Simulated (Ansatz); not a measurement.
C7H15N2, doublet, geometry from GFN2-xTB; B3LYP/STO-3G (Ansatz, a quantum-chemistry and plane-wave program).

Ansatz was given this input:
Ansatz 0.2 input:
```yaml
crystal:
  periodic: [false, false, false]
  atoms:
    - {symbol: C, position_ang: [-3.42005593, -1.59776288, 0.17650524]}
    - {symbol: C, position_ang: [-2.00634910, -1.16044827, 0.15490569]}
    - {symbol: N, position_ang: [-1.68945754, 0.15737295, 0.05938301]}
    - {symbol: C, position_ang: [-0.42684669, 0.66714745, -0.05503179]}
    - {symbol: C, position_ang: [-0.35771628, 2.17869080, -0.11380270]}
    - {symbol: N, position_ang: [0.54968540, -0.16121517, -0.11342333]}
    - {symbol: C, position_ang: [1.91686145, 0.26343604, -0.21423436]}
    - {symbol: C, position_ang: [2.54775746, 0.27864727, 1.18368317]}
    - {symbol: C, position_ang: [2.65036474, -0.73425151, -1.11230001]}
    - {symbol: H, position_ang: [-4.07846862, -0.77732044, 0.46145898]}
    - {symbol: H, position_ang: [-3.74902579, -1.96570758, -0.80299394]}
    - {symbol: H, position_ang: [-3.55844674, -2.41535148, 0.88450225]}
    - {symbol: H, position_ang: [-1.18782910, -1.84865105, 0.08833311]}
    - {symbol: H, position_ang: [-2.45764824, 0.81457998, 0.09124210]}
    - {symbol: H, position_ang: [0.30478606, 2.55832315, 0.66234375]}
    - {symbol: H, position_ang: [-1.34113487, 2.62317347, 0.02131315]}
    - {symbol: H, position_ang: [0.03719562, 2.49812053, -1.07825086]}
    - {symbol: H, position_ang: [2.01764096, 1.27174004, -0.65303333]}
    - {symbol: H, position_ang: [2.46033121, -0.70777074, 1.63151180]}
    - {symbol: H, position_ang: [3.59875837, 0.55088648, 1.12128289]}
    - {symbol: H, position_ang: [2.03649917, 0.99335249, 1.82534593]}
    - {symbol: H, position_ang: [3.70365877, -0.47485828, -1.18881258]}
    - {symbol: H, position_ang: [2.55580081, -1.73353202, -0.69700622]}
    - {symbol: H, position_ang: [2.21219313, -0.73284238, -2.10730593]}
basis:
  gaussian:
    orbitals: STO-3G
    symmetry_tolerance_ang: 0.01
hamiltonian:
  xc: b3lyp
magnetization: {spin_polarized: true, initial_magnetization: 1}
```

Q: What does Ansatz print? Leave out banner, timings and long lists.

A: 
```
Functional definition: B3LYP
851 factors; integrals over basis functions are off by at most 3.7e-5 eV
mean field evaluation 1: about -10350.2117 eV, gradient 1.9e1 eV
mean field evaluation 2: about -10343.7768 eV, gradient 4.0e1 eV
mean field evaluation 4: about -10352.6760 eV, gradient 1.4e0 eV
mean field evaluation 8: about -10352.5917 eV, gradient 7.7e-2 eV
mean field evaluation 16: about -10352.5919 eV, gradient 6.7e-5 eV
mean field -10352.59185146 eV, -380.4507333025 hartree, gradient 6.6e-5 eV, S^2 0.761866; 0 other end points of the search recorded, 0 dependent functions left out
reference -10352.59213932 eV, -380.4507438810 hartree; 36, 35 occupied and 24, 25 virtual orbitals, 851 factors
Total energy: -10352.59213932 eV, -380.4507438810 hartree
```
